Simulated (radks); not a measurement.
Problem. These are the eigenvalues of the occupied orbitals of an atom or ion with whole-number occupations (hartree). Calculated with a radial shooting solver on a logarithmic mesh with Libxc functionals: scalar-relativistic Kohn-Sham, r2SCAN, spin-polarised, spherical densities, finite nucleus; meta-GGA in the generalised Kohn-Sham scheme; Fermi nuclear charge, rms radius of each element as measured or else 0.836 A^(1/3) + 0.57 fm.

| orbital | eigenvalue |
|---|---|
| 1s up | -2111.277 |
| 1s down | -2111.277 |
| 2s up | -355.7383 |
| 2s down | -355.7380 |
| 2p up | -314.5528 |
| 2p down | -314.5524 |
| 3s up | -80.22774 |
| 3s down | -80.18686 |
| 3p up | -67.63591 |
| 3p down | -67.59498 |
| 3d up | -51.85837 |
| 3d down | -51.82688 |
| 4s up | -16.22281 |
| 4s down | -16.13584 |
| 4p up | -12.06280 |
| 4p down | -11.97637 |
| 4d up | -6.46556 |
| 4d down | -6.37913 |
| 5s up | -2.22168 |
| 5s down | -2.18256 |
| 5p up | -1.25830 |
| 5p down | -1.23154 |
| 4f up | -0.38503 |
| 6s up | -0.35141 |
| 4f down | -0.30806 |

Which element is it, and in what charge state? The configuration may be excited. Open shells, if any, are filled with parallel spins first.

Solution. Z = 68, erbium, charge +1: Er+ in [Xe] 4f12 6s1. The list shows which subshells hold electrons but not how many an open one holds; the 1s level, -2111.3 hartree, gives Z - s = 65.0 by -(Z - s)^2/2, which with screening and relativity narrows Z to a few neighbours, and the depths of the outer levels then fix element, charge and occupations together.
